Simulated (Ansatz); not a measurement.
The pair A = H2S (SMILES S) (first 3 atoms), B = C2H6 (SMILES CC); geometry from B3LYP-D3(BJ)/def2-TZVP.
(charge 0, multiplicity 1):
```xyz
11

S      0.1478     0.1232    -0.1988
H      0.9034     0.4898     0.8480
H     -0.2928    -0.9752     0.4346
C     -0.8168    -0.1576     3.7483
C      0.7088    -0.1226     3.7558
H     -1.2160     0.1212     2.7714
H     -1.2311     0.5361     4.4823
H     -1.1915    -1.1544     3.9894
H      1.1290    -0.8289     3.0363
H      1.1087    -0.3830     4.7376
H      1.0840     0.8718     3.5037
```

Correlated levels freeze the cores. MP2 and its Hartree–Fock in aug-cc-pV(T+d)Z are density fitted.

Codes used: Ansatz (a first-principles code). 

The counterpoise-corrected interaction energy is E(AB) − E(A in the pair's basis) − E(B in the pair's basis). Total energies (hartree):

| level | AB | A in the pair's basis | B in the pair's basis |
|---|---|---|---|
| HF/aug-cc-pV(D+d)Z | -477.9383160 | -398.7023616 | -79.2373843 |
| MP2/aug-cc-pV(D+d)Z | -478.4122549 | -398.8596812 | -79.5512455 |
| HF/aug-cc-pV(T+d)Z | -477.9746325 | -398.7158382 | -79.2602332 |
| MP2/aug-cc-pV(T+d)Z | -478.5483914 | -398.9112796 | -79.6353819 |
| CCSD(T)/aug-cc-pV(D+d)Z | -478.4876427 | -398.8887784 | -79.5976422 |

Task: Work out the counterpoise-corrected interaction energy at the basis-set limit: extrapolate the MP2 correlation part as X⁻³, take Hartree–Fock from the larger set, and add the CCSD(T) − MP2 difference of aug-cc-pV(D+d)Z.

Result: 
1. Differences (1 hartree = 627.509 kcal/mol): HF/aug-cc-pV(D+d)Z 0.897; MP2/aug-cc-pV(D+d)Z -0.833; HF/aug-cc-pV(T+d)Z 0.903; MP2/aug-cc-pV(T+d)Z -1.086; CCSD(T)/aug-cc-pV(D+d)Z -0.767.
2. Correlation parts, MP2 less HF: -1.731 in aug-cc-pV(D+d)Z (X = 2), -1.988 in aug-cc-pV(T+d)Z (X = 3).
3. Limit (3³·(-1.988) − 2³·(-1.731))/(3³ − 2³) = -2.097; with HF/aug-cc-pV(T+d)Z it gives -1.194.
4. CCSD(T) less MP2 in aug-cc-pV(D+d)Z: 0.067.
Result: -1.13 kcal/mol, against -0.83 at MP2/aug-cc-pV(D+d)Z. It is an estimate of this method's limit, not of the exact value.
